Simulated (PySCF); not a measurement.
CHAlClNO2. Atoms are numbered in the order given.

```xyz
7

Al    -0.4158    -0.5670     0.0000
Cl     1.1816    -1.8973     0.0000
N     -0.1040     1.1687     0.0000
C      0.1794     2.3363     0.0000
O      0.4449     3.4722     0.0000
O     -1.9740    -1.2048     0.0000
H     -2.7967    -0.7142     0.0000
```

The structure is a stationary point at PBE0-D3(BJ)/def2-SVP. Other conformers were not sampled.

The numbers are results of PBE/def2-TZVP in PySCF, not measurements.

ESP charges are fitted to the potential on shells at 1.4 to 2.0 van der Waals radii. Atomic charges (e):

```
atom  meta-Löwdin  ESP fit
----  -----------  -------
Al1             ?     1.03
Cl2         -0.30    -0.26
N3          -0.50    -0.71
C4           0.46     0.64
O5              ?    -0.36
O6              ?    -0.78
H7           0.36     0.44
```

**Question.** Complete the blanks. (The exact figures need the calculation; the answer reports its results.)

**Answer.** 
- Al1, meta-Löwdin: 1.05
- O5, meta-Löwdin: -0.32
- O6, meta-Löwdin: -0.75
